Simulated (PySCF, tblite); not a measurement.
C₈H₇FO.
Atom-mapped SMILES: `[CH3:1][c:2]1[cH:3][cH:4][cH:5][c:6]([C:7](=[O:8])[F:9])[cH:10]1` (hydrogens: H11, H12, H13 on C1; H14 on C3; H15 on C4; H16 on C5; H17 on C10)

Geometry (GFN2-xTB, Å), atoms numbered from 1 in this order:
```xyz
17
C8H7FO angstrom
C     -2.4329   -0.7191    0.2551
C     -1.0801   -0.1081    0.0630
C     -0.9576    1.2344   -0.2917
C      0.2849    1.8147   -0.4813
C      1.4365    1.0665   -0.3218
C      1.3307   -0.2768    0.0358
C      2.5055   -1.1249    0.2207
O      2.5643   -2.2688    0.5253
F      3.6759   -0.4473   -0.0047
C      0.0736   -0.8550    0.2273
H     -3.0168   -0.6383   -0.6607
H     -2.3489   -1.7683    0.5237
H     -2.9763   -0.1983    1.0421
H     -1.8508    1.8291   -0.4207
H      0.3556    2.8567   -0.7555
H      2.4074    1.5129   -0.4718
H      0.0221   -1.8974    0.5053
```

Computed, not measured: PBE0/pcSseg-1 in PySCF (dipole) on a GFN2-xTB geometry, gas phase.

Take the most abundant isotopes and a rigid rotor. The values belong to one conformer with, in the numbering `[CH3:1][c:2]1[cH:3][cH:4][cH:5][c:6]([C:7](=[O:8])[F:9])[cH:10]1`, C5–C6–C7–O8 180°.

Task: What are A, B and C (MHz)?

Result: Ia = 188.99, Ib = 543.78, Ic = 729.64 u·Å²; 505379 MHz·u·Å²/I gives A = 2674, B = 929.4, C = 692.6 MHz.

Task: What kind of rotor is it?

Result: An asymmetric top; Ray's κ = -0.761.

Task: Is it planar, by Δ = Ic − Ia − Ib?

Result: Not planar: Δ = Ic − Ia − Ib = -3.13 u·Å². For a rigid frame Δ = −2 Σ m c², so Σ m c² = 1.56 u·Å² lies off the ab plane, practically all of it from hydrogen. The atom farthest from that plane is 0.89 Å away.

Task: Give the other two planar moments, Paa and Pbb, and the rms extents of the mass along the axes.

Result: Paa = Σ m a² = (Ib + Ic − Ia)/2 = 542.22 and Pbb = Σ m b² = (Ia + Ic − Ib)/2 = 187.42 u·Å². With the mass M = 138.05 u, the rms extents √(P/M) along a, b and c are 1.98, 1.17, 0.11 Å.

Task: List the rotational levels J(Ka,Kc) to J = 5 (cm⁻¹).

Result: Above 0(0,0):
J = 1: 1(0,1) 0.0541, 1(1,1) 0.1123, 1(1,0) 0.1202
J = 2: 2(0,2) 0.1616, 2(1,2) 0.2126, 2(1,1) 0.2363, 2(2,1) 0.4109, 2(2,0) 0.4117
J = 3: 3(0,3) 0.3209, 3(1,3) 0.3626, 3(1,2) 0.4100, 3(2,2) 0.5732, 3(2,1) 0.5769, 3(3,1) 0.8844, 3(3,0) 0.8844
J = 4: 4(0,4) 0.5302, 4(1,4) 0.5619, 4(1,3) 0.6405, 4(2,3) 0.7890, 4(2,2) 0.7999, 4(3,2) 1.1022, 4(3,1) 1.1025, 4(4,1) 1.5360, 4(4,0) 1.5360
J = 5: 5(0,5) 0.7874, 5(1,5) 0.8098, 5(1,4) 0.9270, 5(2,4) 1.0579, 5(2,3) 1.0820, 5(3,3) 1.3749, 5(3,2) 1.3761, 5(4,2) 1.8082, 5(4,1) 1.8082, 5(5,1) 2.3659, 5(5,0) 2.3659
Those of J = 1 are B + C, A + C and A + B.

Task: Which types of transition are allowed, and where do some lines up to J = 3 fall?

Result: The dipole components are |μa| = 4.17 D, |μb| = 1.45 D, |μc| = 0.00 D; the mirror of this Cs structure is the ab plane, so μc vanishes by symmetry (the 0.01 D computed is a residue) and there are no c-type lines. The squared components, which scale the intensities, stand as 1.00 : 0.12 (a : b). Some lines, for components of 0.1 D or more:

```
type  branch         J(Ka,Kc)    MHz  lower level (cm⁻¹)
   a       Q  2(1,1) ← 2(1,2)    710               0.213
   a       Q  3(1,2) ← 3(1,3)   1419               0.363
   b       R  2(0,2) ← 1(1,1)   1477               0.112
   a       R  1(0,1) ← 0(0,0)   1622               0.000
   b       Q  2(1,1) ← 2(0,2)   2241               0.162
   b       Q  3(1,2) ← 3(0,3)   2670               0.321
   a       R  2(1,2) ← 1(1,1)   3007               0.112
   a       R  2(0,2) ← 1(0,1)   3222               0.054
   b       R  3(0,3) ← 2(1,2)   3247               0.213
   a       R  2(1,1) ← 1(1,0)   3481               0.120
   a       R  3(1,3) ← 2(1,2)   4497               0.213
   b       R  2(1,2) ← 1(0,1)   4752               0.054
   a       R  3(2,1) ← 2(2,0)   4955               0.412
   a       R  3(1,2) ← 2(1,1)   5206               0.236
   b       Q  2(2,0) ← 2(1,1)   5257               0.236
   b       R  3(1,3) ← 2(0,2)   6028               0.162
   b       Q  3(3,0) ← 3(2,1)   9219               0.577
   b       Q  3(3,1) ← 3(2,2)   9329               0.573
   b       R  3(2,2) ← 2(1,1)  10100               0.236
   b       R  3(2,1) ← 2(1,2)  10922               0.213
   b       R  3(3,0) ← 2(2,1)  14196               0.411
```

Task: Estimate the classical rotational partition function at 25 K, 298.15 K and 500 K.

Result: Point group Cs, symmetry number σ = 1; q = (√π/σ)·√((kT/h)³/(ABC)), k/h = 20836.6 MHz/K: 16100 at 25 K, 661000 at 298.15 K, 1440000 at 500 K.

Its GFN2-xTB frequencies are all real (lowest 21 cm⁻¹). Zero-point vibration and centrifugal distortion are left out. A rigid rotor knows nothing of internal rotation, which can split or shift real lines.
